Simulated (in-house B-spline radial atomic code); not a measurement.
Results of a calculation; reference values are marked as such.
**F ion on Ga atom: potential, deflection and energy transfer**

The pair potential comes from two frozen, spherical free-atom densities (PBE, B-spline radial code, scalar-relativistic past argon): electrostatics plus the change in Thomas-Fermi kinetic and Dirac exchange energy where they overlap, the recipe behind the universal ZBL potential, which averages such potentials (from solid-state densities) over many pairs. It is written V = (Z1 Z2 e²/r) φ(r/a), with e² = 14.3996 eV·Å and a = 0.46850 Å/(Z1^0.23 + Z2^0.23); ZBL's fit is φ = 0.18175 e^(−3.1998x) + 0.50986 e^(−0.94229x) + 0.28022 e^(−0.4029x) + 0.02817 e^(−0.20162x). Where φ falls below 4e-4 it is continued as an exponential.

Masses 19.0 and 69.72 u.

```json
{"x = r/a": "0.1", "φ, this pair": "0.8936", "φ, ZBL": "0.8928"}
{"x = r/a": "0.25", "φ, this pair": "0.7753", "φ, ZBL": "0.7647"}
{"x = r/a": "0.5", "φ, this pair": "0.6287", "φ, ZBL": "0.6096"}
{"x = r/a": "1", "φ, this pair": "0.4375", "φ, ZBL": "0.4164"}
{"x = r/a": "1.5", "φ, this pair": "0.3184", "φ, ZBL": "0.2995"}
{"x = r/a": "2", "φ, this pair": "0.238", "φ, ZBL": "0.2218"}
{"x = r/a": "3", "φ, this pair": "0.139", "φ, ZBL": "0.1292"}
{"x = r/a": "4", "φ, this pair": "0.08547", "φ, ZBL": "0.08026"}
{"x = r/a": "5", "φ, this pair": "0.05589", "φ, ZBL": "0.05224"}
{"x = r/a": "6.5", "φ, this pair": "0.03106", "φ, ZBL": "0.02914"}
{"x = r/a": "8", "φ, this pair": "0.0173", "φ, ZBL": "0.01705"}
{"x = r/a": "10", "φ, this pair": "0.008036", "φ, ZBL": "0.008778"}
{"x = r/a": "12", "φ, this pair": "0.00395", "φ, ZBL": "0.00474"}
{"x = r/a": "14.5", "φ, this pair": "0.001773", "φ, ZBL": "0.002328"}
{"x = r/a": "17", "φ, this pair": "0.0008409", "φ, ZBL": "0.001212"}
```

Question: At x = 6.5 the electrostatic, kinetic and exchange parts are -67.99, 257.82 and -31.61 eV. Find r, V and φ.

Answer: a = 0.46850/(1.6576 + 2.2030) = 0.12135 Å, so r = 0.78881 Å. V = -67.99 + 257.82 + (-31.61) = 158.22 eV. The bare repulsion is 9 × 31 × 14.3996/0.78881 = 5093.1 eV, so φ = 0.0311, +6.6 % against ZBL's 0.0291. The kinetic (Pauli) term is 163 % of V here, as the other two terms together attract.

Question: The ion comes in at 42.13 keV with impact parameter 0.0607 Å. The scattering integral gives a centre-of-mass angle of 64.45° and a closest approach of 0.8084 a. What are the reduced energy, the energy passed on and the laboratory angles?

Answer: ε = E a M2/(Z1 Z2 e² (M1 + M2)) = 42130 × 2.3738e-05 = 1. The most that one collision can pass on is γE with γ = 4 M1 M2/(M1 + M2)² = 0.6732. Here T = γE sin²(θ/2) = 0.6732 × 42130 × 0.2844 = 8064 eV. The ion turns by arctan(sin θ/(cos θ + M1/M2)) = 52.0°, and the struck atom leaves at (180° − θ)/2 = 57.8°. The closest approach is 0.098 Å. With ZBL the angle would be 63.04° and T = 7750 eV.
